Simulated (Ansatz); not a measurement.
Species: GeNH$_{3}$Br, charge 0, doublet. GeNH3Br (SMILES [Br][GeH][NH2], doublet).
B3LYP-D3(BJ)/def2-TZVP minimum from Ansatz (an electronic-structure program):
```xyz
6

Ge    -0.0267    -0.8164     0.6216
N      1.6195    -1.4193     0.0303
Br    -0.4122     1.1490    -0.6221
H      0.2104    -0.4017     2.1134
H      1.7232    -1.5431    -0.9683
H      2.0117    -2.2109     0.5251
```
Charge 0, spin multiplicity 2.

Atomisation energy term by term, kcal/mol (programs: Ansatz). UHF or UKS for unpaired electrons; spin-orbit terms are left out. Cores are frozen in correlated methods (noble-gas shells, and filled d and f shells in the p block). No relativity. CBS(X,Y): correlation extrapolated as X^-3, Hartree-Fock from the larger set. A bracket is a step between two methods taken in the basis named. For partners of very few electrons the exact lower level stands in for a higher one. Spin-orbit terms, left out, reach several kcal/mol for Br and I, and more for heavier atoms.

```
term                               basis  kcal/mol
------------------  --------------------  --------
Hartree-Fock                     cc-pVQZ    261.86
CCSD correlation    CBS(cc-pVTZ,cc-pVQZ)    124.68
(T)                 CBS(cc-pVTZ,cc-pVQZ)      8.78
CCSDT(Q) - CCSD(T)               cc-pVDZ      0.78
sum: De                                      396.1
```
